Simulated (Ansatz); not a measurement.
C3H8N (SMILES C[C](C)N) moved off its minimum; all values from Ansatz (an electronic-structure program), cores frozen in correlated methods. Open shells are unrestricted.
(charge 0, multiplicity 2)
```xyz
12

C     -1.2180    -0.8596     0.2859
C     -0.0020     0.0332     0.1823
C      1.3981    -0.4945    -0.0455
N     -0.1060     1.4458     0.0494
H     -0.9904    -1.8647     0.6301
H     -1.5381    -1.0668    -0.8911
H     -2.0196    -0.3247     0.6567
H      1.4985    -1.5504     0.3438
H      2.1758     0.1451     0.2632
H      1.5914    -0.6514    -1.2059
H      0.6117     1.8704    -0.6363
H     -1.1018     1.6518    -0.4052
```

```json
[
 {"level": "HF/def2-TZVPP", "largest force (eV/Å)": "5.79", "on atom": "C1", "rms difference from CCSD(T)/aug-cc-pVDZ (eV/Å)": "0.501", "dipole (D)": "1.21"},
 {"level": "PBE/def2-TZVPP", "largest force (eV/Å)": "5.22", "on atom": "C1", "rms difference from CCSD(T)/aug-cc-pVDZ (eV/Å)": "0.198", "dipole (D)": "1.03"},
 {"level": "r2SCAN/def2-TZVPP", "largest force (eV/Å)": "5.33", "on atom": "C1", "rms difference from CCSD(T)/aug-cc-pVDZ (eV/Å)": "0.230", "dipole (D)": "1.08"},
 {"level": "B3LYP/def2-TZVPP", "largest force (eV/Å)": "5.29", "on atom": "C1", "rms difference from CCSD(T)/aug-cc-pVDZ (eV/Å)": "0.250", "dipole (D)": "1.09"},
 {"level": "wB97M-V/def2-TZVPP", "largest force (eV/Å)": "5.38", "on atom": "C1", "rms difference from CCSD(T)/aug-cc-pVDZ (eV/Å)": "0.267", "dipole (D)": "1.18"},
 {"level": "MP2/aug-cc-pVDZ", "largest force (eV/Å)": "5.72", "on atom": "C1", "rms difference from CCSD(T)/aug-cc-pVDZ (eV/Å)": "0.098", "dipole (D)": "1.10"},
 {"level": "CCSD(T)/aug-cc-pVDZ", "largest force (eV/Å)": "5.51", "on atom": "C1", "rms difference from CCSD(T)/aug-cc-pVDZ (eV/Å)": "0.000", "dipole (D)": "0.99"}
]
```

The differences count from one level among others, with limits of its own. Forces at CCSD(T)/aug-cc-pVDZ (eV/Å):

```
atom      Fx      Fy      Fz
----  ------  ------  ------
C1     2.269  -0.263  -5.014
C2     1.483  -0.389   0.860
C3    -1.733  -2.624  -2.519
N4    -2.242   1.035  -2.345
H5    -0.124  -0.197   0.789
H6     0.315   0.259   2.011
H7    -2.298   0.894   1.601
H8     0.156   0.849   0.096
H9     1.288   1.095   0.951
H10   -0.317   0.327   1.361
H11   -1.170  -0.909   1.113
H12    2.373  -0.077   1.096
```
